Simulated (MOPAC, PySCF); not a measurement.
C2H6N2, SMILES `N(/[H])=C/NC` (C–N–C–N torsion 6°), neutral singlet in the gas phase. 

Z-matrix (Å, degrees):
```
N
H 1 1.0043
C 1 1.3676 2 117.32
N 3 1.2736 1 128.92 2 169.79
H 4 1.0194 3 112.48 1 -1.51
H 3 1.0906 4 118.40 5 179.83
C 1 1.4453 2 118.14 3 164.11
H 7 1.0880 1 109.09 2 16.28
H 7 1.0930 8 108.00 1 -120.47
H 7 1.0957 8 108.56 9 -117.03
```
Charge 0, multiplicity 1.

All levels are single points at this geometry (B3LYP-D3(BJ)/def2-TZVP); Pople sets use spherical d functions. Orbital energies aren't observables, and empty levels follow the basis.

```csv
level,HOMO (eV),LUMO (eV),gap (eV),dipole (D),"vertical IE, Delta-SCF (eV)"
B3LYP-D3(BJ)/def2-TZVP in PySCF,-6.53,0.56,7.09,3.91,–
PBE-D3(BJ)/def2-TZVP in PySCF,-5.49,-0.02,5.47,3.86,–
M06-2X/6-31G* in PySCF,-7.68,2.60,10.28,3.83,–
PBE/6-31G* in PySCF,-5.07,0.52,5.58,3.78,8.66
HF/6-31G* in PySCF,-9.49,5.81,15.29,3.98,–
HF/STO-3G in PySCF,-7.39,9.22,16.61,3.24,–
PM3 in MOPAC,-8.98,1.36,10.34,3.32,–
PM6 in MOPAC,-9.18,1.45,10.63,4.05,–
PM7 in MOPAC,-9.29,1.35,10.64,4.19,–
```
